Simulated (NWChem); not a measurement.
GeNH$_{3}$, singlet; SMILES [NH2][GeH]

Computed with NWChem. Low-valent species are run as closed-shell singlets; no triplet was tried in these runs. Structure relaxed at the PBE0/def2-SVP level. Ions are spin-unrestricted doublets at the neutral geometry; other ion states weren't tried.

For level B3LYP/def2-SVP:

```yaml
"−ε(HOMO) (eV)": 6.27
```

Q: What are these values for level PBE/def2-SVP?

A: The −ε(HOMO) (eV) is 5.35.
